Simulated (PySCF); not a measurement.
**Correlation energy of Rh²⁷⁺ (rhodium, charge +27)**

[Ar], closed-shell 1S. All numbers are calculated (PySCF 2.14, the spin-free X2C one-electron Hamiltonian (Gaussian nucleus), in an even-tempered Gaussian basis (18 s from 3.6 bohr⁻², ratio 2.5; 12 p from 4.7 bohr⁻², ratio 2.5; 5 d from 23 bohr⁻², ratio 2.7; 4 f from 34 bohr⁻², ratio 2.7)). Frozen: 1s2; 16 electrons correlated; the 21 highest virtual orbitals of each spin left out.

| level | correlation energy (mhartree) |
| --- | --- |
| CCSD | -633.91 |
| (T) | -1.60 |
| CCSD(T) | -635.51 |

Diagnostics: T1 = 0.00049, D1 = 0.0011, largest double amplitude 0.018.

Cost of the coupled-cluster step: about 14 core-seconds, for 16 correlated electrons.

Iterations:

```
CC2 = 0
CCSD nocc = 8, nmo = 85
frozen orbitals [0, 86, 87, 88, 89, 90, 91, 92, 93, 94, 95, 96, 97, 98, 99, 100, 101, 102, 103, 104, 105, 106]
max_cycle = 100
direct = 0
conv_tol = 1e-08
conv_tol_normt = 1e-06
diis_space = 8
diis_start_cycle = 0
Init t2, MP2 energy = -4293.14316696193  E_corr(MP2) -0.624397155091352
Init E_corr(CCSD) = -0.624397155091345
cycle = 1  E_corr(CCSD) = -0.632065435215731  dE = -0.00766828012  norm(t1,t2) = 0.00536406
cycle = 2  E_corr(CCSD) = -0.633674679161408  dE = -0.00160924395  norm(t1,t2) = 0.000927854
cycle = 3  E_corr(CCSD) = -0.633914118052752  dE = -0.000239438891  norm(t1,t2) = 0.000165715
cycle = 4  E_corr(CCSD) = -0.633911929818562  dE = 2.18823419e-06  norm(t1,t2) = 5.39643e-06
cycle = 5  E_corr(CCSD) = -0.633911302030739  dE = 6.27787824e-07  norm(t1,t2) = 2.2646e-07
cycle = 6  E_corr(CCSD) = -0.633911303000568  dE = -9.69829772e-10  norm(t1,t2) = 1.92085e-08
CCSD converged
E(CCSD) = -4293.152681109836  E_corr = -0.6339113030005683
CCSD(T) correction = -0.00160160106472737
```

At this charge the one-electron X2C treatment keeps the bare 1/r₁₂, with no two-electron picture change or Breit term. The effect here is smaller than on the frozen 1s shell; and a scalar Hamiltonian misses the large spin-orbit splitting of the p shells, which matters for ns² → np² pairs.
